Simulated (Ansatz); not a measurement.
Program: Ansatz. Geometries: PBE0-D4/def2-TZVP. ΔE: electronic, gas phase. CBS: MP2 limit from def2 TZ/QZ plus the TZ coupled-cluster correction, frozen cores. DFT in def2-TZVPP. B3LYP here is the variant with VWN-RPA as its local correlation; programs differ in this. Elements past krypton have def2 core potentials. For Br, Sn outer-core shells are correlated without core-valence functions, which leaves a few kJ/mol of doubt a bond. Scalar relativity is left out up to krypton.

Consider the cleavage of the Si–Sn bond: `C[SiH](C)[SnH3]` + HBr → `C[SiH](C)Br` + `[SnH4]`.

Problem. Is it downhill or uphill in electronic energy at CCSD(T)/CBS, and by how much? (Estimate.)

Solution. The calculation gave: Downhill: ΔE = -0.82 eV.

Problem. What do these levels give: PBE-D4, r2SCAN-D4, B3LYP-D4, B2PLYP, HF/def2-TZVPP, SCS-MP2/def2-QZVPP? (Estimate.)

Solution. Ansatz gave: PBE-D4 -0.75, r2SCAN-D4 -0.87, B3LYP-D4 -0.83, B2PLYP -0.88, HF/def2-TZVPP -1.06, SCS-MP2/def2-QZVPP -0.89 eV.

Largest T1 diagnostic among the species: 0.013.

The D4 term adds +0.03 eV with B3LYP and +0.02 eV with PBE0; it sums over pairs of atoms, weighted by their polarisabilities, and B3LYP, whose exchange is more repulsive, gets the larger term. From PBE to PBE0 (25 % exact exchange), in def2-TZVPP and without D4, ΔE moves by −0.06 eV.
